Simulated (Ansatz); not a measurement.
A nudged elastic band was laid between two geometries of C₂H₉FN₂Si (15 atoms, charge 0, multiplicity 1).

Level of theory: RHF/STO-3G in Ansatz.

```yaml
movable_images: 9
climbing_image: yes
spring: 5.0 eV/Å²
optimiser: quadratic models (default)
start_path: through a guess of the saddle point
force_threshold: 0.05 eV/Å
iteration_limit: 60
end_points: relaxed
```

First end point:

```xyz
15
Properties=species:S:1:pos:R:3
C 1.283 -1.115 1.012
N -0.039 -1.275 0.352
C -0.095 -0.553 -0.956
Si -0.341 1.284 -0.702
N -1.837 1.525 0.121
F 0.890 1.879 0.159
H 2.115 -1.469 0.398
H 1.284 -1.672 1.947
H 1.451 -0.062 1.235
H -0.146 -2.284 0.150
H 0.785 -0.754 -1.570
H -0.953 -0.937 -1.502
H -0.373 1.976 -1.945
H -1.989 0.924 0.932
H -2.055 2.482 0.399
```

Last end point:

```xyz
15
Properties=species:S:1:pos:R:3
C 0.947 -0.872 1.089
N -0.212 -0.929 0.156
C 0.173 -0.464 -1.227
Si 0.100 1.486 -1.367
N -1.324 1.363 0.019
F 1.188 1.767 -0.162
H 1.743 -1.563 0.804
H 0.621 -1.113 2.100
H 1.342 0.144 1.063
H -0.531 -1.911 0.119
H 1.141 -0.882 -1.504
H -0.555 -0.907 -1.902
H -2.291 1.447 -0.318
H -1.139 0.367 0.353
H -1.225 2.017 0.806
```

**Question.** What changes between the two ends?

**Answer.** Bonds broken: Si4–H13. Bonds formed: N5–H13.

**Question.** Give the energies along the band, and the barrier.

**Answer.** The run converged. The highest image is number 6 of 0 to 10, 4.79 eV above the first end and 3.40 eV above the last; the last end lies 1.39 eV above the first. Neighbouring images differ by up to 2.4 eV, so the band resolves the path poorly. A vibrational analysis at the climbing image gives one clearly imaginary mode, 2238i cm⁻¹: a first-order saddle point. The orbitals stay closed-shell, which can raise the energy where a bond breaks towards radicals; this wasn't checked here. Limits of this set-up: minimal basis.

| image | path coordinate (Å) | energy (eV) | Si4–H13 (Å) | N5–H13 (Å) |
| --- | --- | --- | --- | --- |
| 0 | 0.00 | 0.00 | 1.42 | 2.57 |
| 1 | 0.48 | 0.00 | 1.42 | 2.58 |
| 2 | 0.96 | 0.02 | 1.42 | 2.59 |
| 3 | 1.44 | 0.06 | 1.42 | 2.57 |
| 4 | 1.93 | 0.54 | 1.42 | 2.31 |
| 5 | 2.41 | 2.49 | 1.42 | 1.88 |
| 6 | 2.89 | 4.79 | 1.53 | 1.39 |
| 7 | 3.49 | 2.40 | 2.06 | 1.04 |
| 8 | 4.09 | 1.64 | 2.54 | 1.03 |
| 9 | 4.69 | 1.46 | 2.62 | 1.03 |
| 10 | 5.29 | 1.39 | 2.61 | 1.03 |

**Question.** What is the geometry of the highest image?

**Answer.** 
```xyz
15
Properties=species:S:1:pos:R:3
C 1.096 -0.981 1.085
N -0.098 -1.199 0.227
C 0.070 -0.574 -1.122
Si -0.137 1.308 -1.068
N -1.515 1.497 0.157
F 1.151 1.860 -0.232
H 2.014 -1.389 0.655
H 0.932 -1.449 2.054
H 1.243 0.088 1.235
H -0.171 -2.221 0.086
H 1.026 -0.848 -1.573
H -0.703 -0.996 -1.761
H -1.533 1.931 -1.161
H -1.961 0.679 0.591
H -1.436 2.244 0.856
```

The run took 2.7 min on 1 thread of Arm Neoverse V2, with other jobs on the host, peak memory 0.1 GiB.
